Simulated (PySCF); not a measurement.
A side-by-side comparison of computed properties.

First species: C3H6AlBO4.
Cartesian coordinates in Å at the PBE0-D3(BJ)/def2-SVP level; atoms count from 1:
```
atom  x, y, z in Å
O1     2.3505    1.4114    0.7917
B2     1.8794    0.1888    0.4072
O3     2.6532   -0.9260    0.2525
C4     0.3577    0.0574    0.1242
C5    -0.1872   -1.1782   -0.2692
O6    -1.4019   -1.4178   -0.5300
Al7   -2.8257   -0.2109   -0.4873
O8    -1.7358    1.2042    0.0593
C9    -0.4869    1.1748    0.2584
H10    3.2934    1.4625    0.9679
H11    3.5906   -0.8154    0.4314
H12    0.5010   -2.0354   -0.3627
H13   -3.3229    0.0605   -1.9709
H14   -3.8078   -0.6029    0.6966
H15   -0.0287    2.1286    0.5701
```

Second species: GeH7NSSi.
Bonds: Si1–N2, N2–Ge3, Ge3–S4. Hydrogens: H5, H6, H7 on Si1; H8 on N2; H9, H10 on Ge3; H11 on S4.

Levels: CAM-B3LYP/def2-SVPD for dipole moment, HOMO energy, LUMO energy, HOMO–LUMO gap, static isotropic polarisability and electronic spatial extent ⟨r²⟩ about the centre of nuclear charge; TDDFT CAM-B3LYP/def2-SVPD for lowest singlet excitation; TDA CAM-B3LYP/def2-SVPD for lowest triplet excitation (Tamm–Dancoff); ΔSCF CAM-B3LYP/def2-SVPD for vertical ionisation energy; PBE0-D3(BJ)/def2-SVP for rotational constant A and rotational constant C. Geometries: PBE0-D3(BJ)/def2-SVP. Each structure is a single optimised conformer of the isolated species, non-relativistic unless stated; the electronic structure was computed with PySCF and density fitting.

Dipoles, sizes and rotational constants follow the conformer. The torsions of the flexible species, by atom-mapped SMILES:
- `[OH:1][B:2]([OH:3])[C:4]1=[CH:5][O:6][AlH2-:7][O+:8]=[CH:9]1`: O1–B2–C4–C5 180°, H–O1–B2–O3 -1°, H–O3–B2–O1 0°
- `[SiH3:1][NH:2][GeH2:3][SH:4]`: Si1–N2–Ge3–S4 -62°, H–S4–Ge3–N2 -64°

Q: Which of the two has the higher dipole moment, and by how much?

A: The first: 6.76 D against 1.93 D, a difference of 4.83 D.

Q: Which of the two has the higher ⟨r²⟩, and by how much?

A: The first: 1592 bohr² against 993 bohr², a difference of 599 bohr².

Q: Which has the higher T1 energy?

A: The second: 5.49 eV against 3.07 eV, a difference of 2.42 eV.

Q: Which of the two has the higher S1 energy, and by how much?

A: The second: 5.87 eV against 4.42 eV, a difference of 1.45 eV.

Q: Which has the higher static isotropic polarisability?

A: The first: 89.7 au against 87.7 au, a difference of 2.0 au.

Q: Which of the two has the higher rotational constant C, and by how much?

A: The second: 1.178 GHz against 0.666 GHz, a difference of 0.512 GHz.

Q: Which of the two has the higher HOMO energy, and by how much?

A: The first: -8.53 eV against -8.59 eV, a difference of 0.06 eV.

Q: Which has the higher rotational constant A?

A: The second: 4.223 GHz against 3.221 GHz, a difference of 1.002 GHz.

On the first: The ΔSCF ionisation energy exceeds −ε(HOMO) by 0.74 eV with CAM-B3LYP. The principal polarisabilities are 64.5, 90.1 and 114.5 au; their mean is the isotropic value.

On the second: A dipole of 1.93 D is allowed in C1, and pure rotational transitions are dipole-allowed. The 10 singlets span 5.87 to 7.73 eV, and their oscillator strengths add up to 0.31. The calculation is non-relativistic and has no spin–orbit coupling, an omission that weighs most on germanium.
